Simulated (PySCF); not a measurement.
## Tungsten: highly charged ions in a basis for the neutral atom

W(6+) [Xe] 4f14. Calculation: PySCF 2.14, in def2-TZVP with the def2 core potential (60 electrons) (6s4p3d1f, 40 functions); scalar relativity through the core potential. No spin-orbit coupling, so a gap to NIST mixes the basis error with missing relativistic terms.

Changed run: basis of the neutral atom used for a highly charged ion. This setting is unsound on purpose.

```json
{"species": "W(6+)", "method": "UHF", "sound run (hartree)": "not run", "changed run (hartree)": "-59.12916", "converged": "yes"}
{"species": "W(6+)", "method": "TPSS", "sound run (hartree)": "not run", "changed run (hartree)": "-59.49895", "converged": "yes"}
{"species": "W(6+)", "method": "M06-L", "sound run (hartree)": "not run", "changed run (hartree)": "-59.56646", "converged": "yes"}
```

The contracted functions were made for the neutral atom and can be too rigid for a highly charged ion.
